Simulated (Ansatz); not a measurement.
Frontier orbitals of BrClH₂Si, SMILES `Cl[SiH2]Br`.

```xyz
5

Cl   -1.971   -0.082   -0.164
Si    0.068   -0.114   -0.089
Br    0.815    1.478    1.243
H     0.591    0.134   -1.447
H     0.497   -1.416    0.456
```

Charge 0, multiplicity 1. Correlated methods include outer-core shells of Br, which these sets cover unevenly. Scalar relativity is left out up to krypton. Geometry: relaxed with PBE0-D4/def2-TZVP. Basis def2-TZVPP, Ansatz.

| functional | HOMO (eV) | LUMO (eV) |
| --- | --- | --- |
| LC-ωPBE | -11.43 | 1.92 |

Q: Give HOMO and LUMO (eV) with LDA (SPW92), PBE, revPBE, BLYP, r2SCAN, B97M-V, PBE0, B3LYP, r2SCANh, r2SCAN0, HSE06 (plane-wave form), BHLYP, CAM-B3LYP, ωB97X-V, ωB97M-V, HF. (Estimate.)

A: The calculation gave: 
```tsv
functional	HOMO	LUMO
LDA (SPW92)	-7.52	-1.50
PBE	-7.41	-1.24
revPBE	-7.37	-1.14
BLYP	-7.25	-1.11
r2SCAN	-7.76	-0.88
B97M-V	-7.84	-0.92
PBE0	-8.70	-0.33
B3LYP	-8.45	-0.55
r2SCANh	-8.22	-0.57
r2SCAN0	-8.93	-0.11
HSE06 (plane-wave form)	-8.30	-0.70
BHLYP	-9.85	0.66
CAM-B3LYP	-10.03	0.73
ωB97X-V	-11.07	1.82
ωB97M-V	-10.91	1.57
HF	-11.69	3.10
```

B3LYP here is the variant with VWN-RPA as its local correlation; programs differ in this. LC-ωPBE has ω = 0.4 bohr⁻¹. Positive LUMOs are unbound and depend on the basis.
